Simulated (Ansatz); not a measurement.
Ansatz results at the PBE0-D4/def2-TZVP geometry: LUMO energy (B3LYP/def2-TZVPP) 0.52 eV; LUMO energy (PBE0/def2-TZVPP) 0.77 eV; size of the dipole moment (PBE/def2-TZVPP) 0.36 D.

Each molecule was computed in one conformer, which needn't be the lowest.

Question: Which molecule gave them?
A. `[Sb]#[Bi]`
B. `Cc1ccnc(C)c1`
C. `Cc1cccc(C)c1C#N`
D. `CC1=CCC(C(C)C)CC1`

Answer: D. The others give `Cc1ccnc(C)c1`: -0.78, -0.58, 2.26; `Cc1cccc(C)c1C#N`: -1.62, -1.45, 3.87; `[Sb]#[Bi]`: -2.93, -2.77, 0.64.

B3LYP here is the variant with VWN-RPA as its local correlation; programs differ in this.
